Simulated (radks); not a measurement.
Results of a calculation; reference values are marked as such.
How relativity changes the ionisation of the carbon ion C2+ ([He] 2s2) to C3+ ([He] 2s1). Spin-unpolarised spherical Kohn-Sham, PBE, point nucleus unless stated (finite: rms radius 2.4702 fm), a radial shooting solver on a logarithmic mesh with Libxc functionals. A level marked "c x" has the speed of light scaled by that factor.

level,E(C2+) (hartree),E(C3+) (hartree),IE (eV),HOMO,<r> HOMO (bohr)
non-rel.,-36.46109,-34.69078,48.172,2s,1.362
scalar-rel.,-36.47795,-34.70686,48.194,2s,1.361
"scalar-rel., finite nucleus",-36.47795,-34.70685,48.194,2s,1.361
Dirac,-36.47795,-34.70686,48.194,2s1/2,1.361
"Dirac, finite nucleus",-36.47795,-34.70685,48.194,2s1/2,1.361
"Dirac, c x 0.85",-36.48444,-34.71304,48.202,2s1/2,1.361
"Dirac, c x 1.5",-36.46858,-34.69792,48.182,2s1/2,1.362
"Dirac, c x 3",-36.46296,-34.69257,48.175,2s1/2,1.362

NIST Atomic Spectra Database: 47.888 eV (measured). The relativistic part of the total energy of C2+ is -0.01686 hartree (Dirac, finite nucleus), 0.046 % of the non-relativistic value. Spin polarisation and multiplet splitting of open shells are left out at every level.

Beside tabulated values, note that spin-unpolarised runs miss the spin-polarisation part of the exchange energy of open shells.
